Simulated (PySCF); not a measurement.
**FeCl₂, quintet: molecular constants**

These are results of UB3LYP in PySCF with Fe def2-SVP, Cl def2-SVP; no relativity; density-fitted integrals, not measurements.

The structure is a minimum.

```xyz
3
charge 0 multiplicity 5, angstrom
Fe    0.0000    0.0000    0.0000
Cl    2.1531    0.0000    0.0000
Cl   -2.1531    0.0000    0.0000
```

- Point group: D∞h
- Bond lengths: Fe–Cl 2.153 Å (×2)
- Bond angles: Cl–Fe–Cl 180.0°
- Zero-point energy: 5.9 kJ/mol
- Spin squared ⟨S²⟩: 6.008
- Principal quadrupole moments (Buckingham, traceless) about the centre of mass: -13.70, 6.85, 6.85 D Å
- Highest occupied level (β): -7.63 eV
- Dipole moment: 0.00 D
- Atomisation energy without zero-point energy: 767 kJ/mol
- Heat capacity Cp at 298.15 K: 57.5 J/(mol K)
- Entropy at 298.15 K and 1 bar (electronic part: spin only): 296.4 J/(mol K)
- Rotational constants: 0.052 cm⁻¹
- Principal polarisabilities: 22.5, 22.5, 66.0 bohr³
- Enthalpy at 298.15 K above 0 K: 14.40 kJ/mol
- Rotational symmetry number: 2
- Lowest empty level (β): -4.00 eV

Harmonic modes (masses in u: Fe 55.935, Cl 34.969):
```csv
symmetry,ω (cm⁻¹),"IR (km/mol, summed over degenerate members)"
πu,71,41.2
σg+,342,0.0
σu+,500,146
```

In D∞h the vibrations span πu + σg+ + σu+. The σg+ mode carries no infrared intensity, as symmetry demands. With a centre of inversion only u modes can be infrared active and only g modes Raman active.

Charges (e):
```
 atom  Mulliken  Löwdin  polar tensor  spin (Mulliken)  Mayer order to Fe1
  Fe1      0.68    0.41          1.26             3.84                   –
Cl2,3     -0.34   -0.20         -0.63             0.08                1.09
```

Mulliken populations on Fe1: s 6.51, p 12.49, d 6.31, f 0.00.

Formally Fe is in oxidation state +2, d6, with 4 unpaired electrons (the high-spin count). The Mulliken spin on Fe is 3.84. The polar-tensor charge on Fe, 1.26, is below the formal one.

Other isomers or separated fragments may lie lower. With open d or f shells other occupations or spin states may lie lower.

The final relaxation and frequency run took roughly 30 core-seconds on a shared host.
